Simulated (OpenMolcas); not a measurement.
Mo3+ (d3) on a cation site of an ionic host was computed by SS-CASPT2, IPEA 0.25 Eh, imaginary shift 0.1 Eh with the d shell active (OpenMolcas, ANO-RCC-VDZP on the metal). Its lowest spin-free states, and all those of the highest spin:

```csv
2S+1,Degeneracy,E (cm-1)
2,2,0
4,3,2980
2,3,13080
2,3,13210
2,3,16230
4,3,17410
4,3,24700
2,3,25410
2,1,26840
2,3,29580
2,2,30640
2,3,31230
4,1,34030
```

Task: Is the site octahedral, tetrahedral or cube-like, axial, or of lower symmetry?

Result: The states with 2S+1 = 4 have orbital degeneracies 3, 3, 3, 1. Threefold states need a cubic site. For d3 at this spin an octahedron puts the single A2 below the threefold T2 and a tetrahedron or cube puts the threefold T1 below the threefold T2, so the site is a tetrahedron or a cube, which this pattern cannot tell apart. The run had Mo3+ with its 8 nearest fluoride ions at 2.212 Å, on the Ca site of CaF2 (a = 5.46294 Å, distance in the model lattice 2.366 Å). The rest of the host is ab initio model potentials to 7.6 Å and point charges beyond; the distance is set by hand and nothing relaxes, and no local charge compensation is placed. Ligand basis ANO-RCC-VDZP.

Roots that are degenerate in the reference are averaged as groups; the widest CASPT2 spread within a group is 310 cm-1 (the 3-fold group of multiplicity 4 near 17400 cm-1 above the lowest state of its run). Shifts and gaps below about the spread of the groups concerned are not significant. Over all roots computed the reference weight is 0.69 to 0.70; a low but even weight reflects the number of correlated electrons. An orbital doublet at a regular site is open to a Jahn-Teller distortion, which this geometry leaves out. This shell can be high or low spin here, a state of another spin lies low, and with metal d orbitals alone active their balance is uncertain, so the ground spin may be wrong, although the usual error favours high spin. Ligand-to-metal charge-transfer states are missing. With no ligand orbital active B as a rule stays too high, so bands that hang on it stand too high and its fall with covalency is understated. With one d shell and no ligand orbital active, 10Dq can be off by a tenth or more. No measured value stands beside these numbers; the geometry was set by hand and not optimised.
